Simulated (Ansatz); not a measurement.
Gas-phase electronic energies from Ansatz, PBE0-D4/def2-TZVP geometries. CBS: MP2 limit from def2 TZ/QZ plus the TZ coupled-cluster correction, frozen cores. DFT in def2-TZVPP. B3LYP here is the variant with VWN-RPA as its local correlation; programs differ in this. For As outer-core shells are correlated without core-valence functions, which leaves a few kJ/mol of doubt a bond. Scalar relativity is left out up to krypton. One conformer a species, not always the lowest.

`C[SiH2][AsH2]` + `CC(C)(C)CO` → `OC[SiH2][AsH2]` + `CC(C)(C)C`  (formal exchange of groups at the Si–C bond)

`C[SiH2][AsH2]`:

```xyz
10

C     0.859    1.220    0.409
Si    0.335   -0.563    0.183
As   -1.345   -0.681   -1.483
H     1.665    1.294    1.143
H     0.022    1.828    0.762
H     1.214    1.643   -0.533
H    -0.126   -1.135    1.477
H     1.481   -1.382   -0.300
H    -1.704   -2.114   -1.114
H    -2.400   -0.111   -0.544
```

`CC(C)(C)CO`:

Cartesian coordinates in Å:
```
C 0.015 0.597 1.448
C -0.021 0.160 -0.012
C -0.704 1.226 -0.861
C 1.400 -0.066 -0.521
C -0.833 -1.131 -0.145
O -0.325 -2.219 0.596
H -0.992 0.818 1.814
H 0.434 -0.190 2.078
H 0.622 1.498 1.570
H -0.730 0.939 -1.916
H -0.174 2.179 -0.787
H -1.734 1.392 -0.531
H 1.399 -0.421 -1.556
H 1.937 -0.794 0.094
H 1.974 0.863 -0.490
H -0.922 -1.391 -1.210
H -1.845 -0.960 0.235
H 0.499 -2.502 0.192
```

`OC[SiH2][AsH2]`:

Cartesian coordinates in Å:
```
O 1.277 -0.076 1.221
C 0.270 0.815 0.776
Si -0.151 0.406 -1.022
As -0.900 -1.809 -1.347
H 1.488 0.126 2.135
H -0.646 0.736 1.379
H 0.602 1.863 0.825
H 1.044 0.622 -1.881
H -1.228 1.338 -1.461
H -1.920 -1.678 -0.223
H 0.165 -2.344 -0.401
```

`CC(C)(C)C`:

Cartesian coordinates in Å:
```
C -1.320 0.434 -0.631
C 0.000 0.000 0.000
C -0.186 -0.165 1.506
C 1.065 1.060 -0.268
C 0.441 -1.329 -0.607
H -2.103 -0.309 -0.453
H -1.660 1.386 -0.215
H -1.216 0.558 -1.713
H 0.747 -0.475 1.985
H -0.944 -0.921 1.728
H -0.504 0.775 1.967
H 2.024 0.774 0.173
H 0.774 2.025 0.157
H 1.218 1.200 -1.342
H 1.387 -1.665 -0.171
H 0.582 -1.240 -1.687
H -0.305 -2.109 -0.429
```

```tsv
level	ΔE (kJ/mol)	difference from CCSD(T)/CBS
r2SCANh-D4	31.2	2.2
ωB97X-V	29.1	0.1
B3LYP	25.9	-3.1
r2SCANh	31.1	2.1
r2SCAN0	31.3	2.3
CCSD(T)/def2-SVP	30.8	1.8
HF/def2-TZVPP	27.1	-1.9
SCS-MP2/def2-TZVPP	28.7	-0.3
CCSD/def2-TZVPP	29.4	0.4
MP2/CBS(def2)	29.7	0.7
CCSD(T)/CBS	29.0	0
```

Largest T1 diagnostic among the species: 0.011.

Leaving LDA and LC-ωPBE aside and taking each functional with its dispersion term where it has one, the values, not all of them listed here, spread over 6.8 kJ/mol, from BLYP-D4 to B97M-V. LDA lies +5.1 kJ/mol from PBE without D4. From BLYP to BHLYP (50 % exact exchange), in def2-TZVPP and without D4, ΔE moves by +3.7 kJ/mol.
